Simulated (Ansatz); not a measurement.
Consider the stannylene formation by 1,1-elimination: `[NH2][SnH]([OH])[CH]=O` → `C=O` + `[NH2][Sn][OH]`.

Isolated molecules relaxed with PBE0-D4/def2-TZVP in Ansatz; ΔE leaves out vibrations. CBS: MP2 limit from def2 TZ/QZ plus the TZ coupled-cluster correction, frozen cores. This one scheme is used for every species. DFT in def2-TZVPP. B3LYP here is the variant with VWN-RPA as its local correlation; programs differ in this. HSE06 is defined as in plane-wave codes. Elements past krypton have def2 core potentials. For Sn outer-core shells are correlated without core-valence functions, which leaves a few kJ/mol of doubt a bond. Each species was taken in one conformer, which may not be the lowest.

Task: Is it downhill or uphill in electronic energy at CCSD(T)/CBS, and by how much? (Estimate.)

Result: The calculation gave: Downhill: ΔE = -61.7 kJ/mol.

Task: What do these levels give: BLYP-D4, PBE0-D4, B3LYP-D4, HSE06-D4, BHLYP-D4, BHLYP, MP2/def2-SVP, CCSD(T)/def2-SVP, HF/def2-TZVPP, HF/def2-QZVPP, MP2/def2-QZVPP, MP2/CBS(def2)? (Best estimate.)

Result: Computed: BLYP-D4 -90.3, PBE0-D4 -58.3, B3LYP-D4 -80.9, HSE06-D4 -58.4, BHLYP-D4 -70.1, BHLYP -79.9, MP2/def2-SVP -57.4, CCSD(T)/def2-SVP -64.8, HF/def2-TZVPP -80.0, HF/def2-QZVPP -81.3, MP2/def2-QZVPP -69.1, MP2/CBS(def2) -70.4 kJ/mol.

Largest T1 diagnostic among the species: 0.017.

The D4 term adds +11.3 kJ/mol with B3LYP and +6.4 kJ/mol with PBE0; it sums over pairs of atoms, weighted by their polarisabilities, and B3LYP, whose exchange is more repulsive, gets the larger term. Leaving LDA and LC-ωPBE aside and taking each functional with its dispersion term where it has one, the values, not all of them listed here, spread over 36.5 kJ/mol, from BLYP-D4 to ωB97X-V. LDA lies +32.2 kJ/mol from PBE without D4.
